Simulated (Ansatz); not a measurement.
Input file for Ansatz (a first-principles code): U-CCSD(T)/cc-pVTZ on C2H6Ge (SMILES C=[CH][GeH3]), a point of a bond scan (R = 2.499 Å). The run froze 16 orbitals, filled d shells among them.

Ansatz 0.2 input:
```yaml
crystal:
  periodic: [false, false, false]
  atoms:
    - {symbol: Ge, position_ang: [0.66752956, -0.22973901, -0.11387387]}
    - {symbol: C, position_ang: [-1.03513912, 0.71643893, -0.15287768]}
    - {symbol: C, position_ang: [-2.06173156, 0.40467758, 0.63060035]}
    - {symbol: H, position_ang: [0.97400304, -0.84732256, -1.49145306]}
    - {symbol: H, position_ang: [0.58654611, -1.34383479, 0.94450911]}
    - {symbol: H, position_ang: [1.81429749, 0.73616834, 0.23968824]}
    - {symbol: H, position_ang: [-1.27934171, 2.60942594, -1.76587465]}
    - {symbol: H, position_ang: [-3.00082567, 0.94726023, 0.59013045]}
    - {symbol: H, position_ang: [-2.01242865, -0.40679883, 1.34893372]}
basis:
  gaussian:
    orbitals: cc-pVTZ
correlation: {method: ccsd_t, electrons: outside_noble_gas}
scf: {omitted_lower_state_checks: [cluster_reference]}
magnetization: {spin_polarized: true, initial_magnetization: 0}
```

It printed:

```
WARN ansatz: RAYON_NUM_THREADS=1 ignored (pool sized by the plan → 1); use --threads N
Functional definition: HF
these checks for a lower state are left out or cut short: cluster_reference
integrals: 1.10 GiB planned
1076 factors; integrals over basis functions are off by at most 1.3e-3 eV
mean field: 0.77 GiB planned
mean field evaluation 1: about -58621.7430 eV, gradient 1.8e1 eV
mean field evaluation 2: about -58621.7478 eV, gradient 1.8e1 eV
mean field evaluation 4: about -58624.3610 eV, gradient 3.1e0 eV
mean field evaluation 8: about -58624.4759 eV, gradient 1.4e-1 eV
mean field evaluation 16: about -58624.4762 eV, gradient 3.5e-4 eV
mean field evaluation 32: about -58626.6936 eV, gradient 1.0e-3 eV
mean field evaluation 64: about -58626.5665 eV, gradient 8.9e-1 eV
mean field evaluation 96: about -58625.2219 eV, gradient 7.2e0 eV
mean field -58626.69360475 eV, -2154.4912513743 hartree, gradient 4.7e-6 eV, S^2 1.131910; 6 other end points of the search recorded, 0 dependent functions left out
16 core orbitals not correlated
reference -58626.69360475 eV, -2154.4912513743 hartree; 9, 9 occupied and 162, 162 virtual orbitals, 1076 factors
second order -11.00865846 eV of doubles, -0.00000000 eV of singles
coupled cluster: 1.38 GiB planned
cycle   1  -11.78889771 eV  change   -7.8e-1 eV  update   9.8e-2
cycle   2  -12.27164382 eV  change   -4.8e-1 eV  update   4.6e-2
cycle   3  -12.40907776 eV  change   -1.4e-1 eV  update   3.2e-2
cycle   4  -12.45536234 eV  change   -4.6e-2 eV  update   2.0e-2
cycle   5  -12.46831754 eV  change   -1.3e-2 eV  update   9.1e-3
cycle   6  -12.47634927 eV  change   -8.0e-3 eV  update   6.8e-3
cycle   7  -12.48620082 eV  change   -9.9e-3 eV  update   5.8e-3
cycle   8  -12.49680685 eV  change   -1.1e-2 eV  update   4.5e-3
cycle   9  -12.50598634 eV  change   -9.2e-3 eV  update   2.6e-3
cycle  10  -12.50811427 eV  change   -2.1e-3 eV  update   1.1e-3
cycle  11  -12.50879775 eV  change   -6.8e-4 eV  update   5.2e-4
cycle  12  -12.50864054 eV  change    1.6e-4 eV  update   2.3e-4
cycle  13  -12.50844303 eV  change    2.0e-4 eV  update   9.6e-5
cycle  14  -12.50838680 eV  change    5.6e-5 eV  update   3.8e-5
cycle  15  -12.50837879 eV  change    8.0e-6 eV  update   1.8e-5
cycle  16  -12.50837153 eV  change    7.3e-6 eV  update   9.6e-6
cycle  17  -12.50835447 eV  change    1.7e-5 eV  update   5.9e-6
cycle  18  -12.50834869 eV  change    5.8e-6 eV  update   2.4e-6
coupled cluster: 1.39 GiB planned
perturbative correction -0.56829165 eV, -0.0208843331 hartree
WARN: the results are in doubt because among natural orbitals full CI differs from the method by -0.086 eV
Total energy: -58639.77024509 eV, -2154.9718090433 hartree
In doubt: among natural orbitals full CI differs from the method by -0.086 eV
Checks for a lower state left out: cluster_reference
```

The calculation finished and met its thresholds. Its determinant has ⟨S²⟩ = 1.13, a mixture of spin states.

Warnings raised: large difference.

Cost: very roughly 6 core-minutes.
